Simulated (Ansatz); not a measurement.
Ansatz (a first-principles code) input (HF/6-31G* with LANL2DZ past Ar): The .json file joins the Basis Set Exchange's 6-31G* for atoms up to Ar and LANL2DZ past it.

Ansatz 0.2 input:
```yaml
crystal:
  periodic: [false, false, false]
  atoms:
    - {symbol: Ga, position_ang: [0.29204828, 0.11520727, 0.08695586]}
    - {symbol: F, position_ang: [-0.64989865, 0.86396416, -1.06382858]}
    - {symbol: F, position_ang: [-0.35604541, -1.26078920, 0.76431395]}
basis:
  gaussian:
    orbitals: 6-31Gs+LANL2DZ.json
hamiltonian:
  xc: {name: HF}
magnetization: {spin_polarized: true, initial_magnetization: 1}
phonons: {temperatures: {t_min: 298.15, t_max: 298.15, t_step: 100}}
```

Which harmonic wavenumbers does it give?

242, 715, 747 cm⁻¹ (unscaled; negative means imaginary).
